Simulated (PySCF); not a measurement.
Constitutional and geometric isomers with formula C2H5NSi. Gas-phase values, no solvent. One relaxed conformer stands for each flexible species; it need not be the lowest. Strings in code marks are SMILES.

Calculation: PySCF with PBE-D3(BJ)/def2-TZVP // B3LYP-D3(BJ)/def2-TZVP. All candidates: neutral, multiplicity 1. Excitations are Tamm–Dancoff values on a coarser integration grid. The basis has no diffuse functions, so Rydberg states are missing or too high.

```
Item                   Result
-------------------  --------
S1 excitation (TDA)   5.31 eV
LUMO                 -1.13 eV
HOMO                 -6.22 eV
```

Question: Name which member has these values.
A) `C#C[SiH2]N`
B) `C=CN=[SiH2]` (C–C–N–Si torsion 55°)
C) `C1=[SiH]CN1`
D) `CN=C=[SiH2]`

Answer: A, `C#C[SiH2]N`. The others give `C1=[SiH]CN1`: 4.16 eV, -2.15 eV, -4.60 eV; `C=CN=[SiH2]` (C–C–N–Si torsion 55°): 2.71 eV, -2.77 eV, -5.12 eV; `CN=C=[SiH2]`: 3.06 eV, -1.67 eV, -4.63 eV
